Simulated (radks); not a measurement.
The platinum ion Pt2+ inside a hard spherical wall (all orbitals vanish at R), configuration held at [Xe] 4f14 5d8 and not refilled when levels cross. Calculated with a radial shooting solver on a logarithmic mesh with Libxc functionals: scalar-relativistic Kohn-Sham, PBE, spin-unpolarised, spherical densities, finite nucleus; Fermi nuclear charge, rms radius 5.427 fm. Eigenvalues in eV, with the zero of energy where the potential of the charges vanishes at infinity; a dash marks a level that is unbound or too diffuse for the functional's potential to be trusted. A positive occupied level is held by the wall or, in an anion where self-interaction has pushed it up, behind a barrier. The pressure on the wall is -dE/dV.

R (bohr)	E (hartree)	kinetic (hartree)	e(5s)	e(4f)	e(5p)	e(5d)	e(6s, empty)	e(6p, empty)	pressure (GPa)
free	-18408.6082	20520.133	-122.70	-91.104	-76.847	-25.879	-22.124	-14.349	0
20	-18408.6082	20520.133	-122.70	-91.104	-76.847	-25.879	-22.124	-14.349	< 0.0001
15	-18408.6082	20520.133	-122.70	-91.104	-76.847	-25.879	-22.124	-14.349	< 0.0001
12	-18408.6082	20520.133	-122.70	-91.104	-76.847	-25.879	-22.124	-14.349	< 0.0001
4	-18408.5375	20520.665	-121.16	-89.456	-75.395	-24.480	-19.140	-7.994	22.6
3	-18407.9616	20523.819	-115.35	-82.935	-69.975	-18.477	-6.037	11.730	382
2	-18400.8152	20556.073	-87.835	-49.841	-41.482	18.756	82.609	122.29	12800
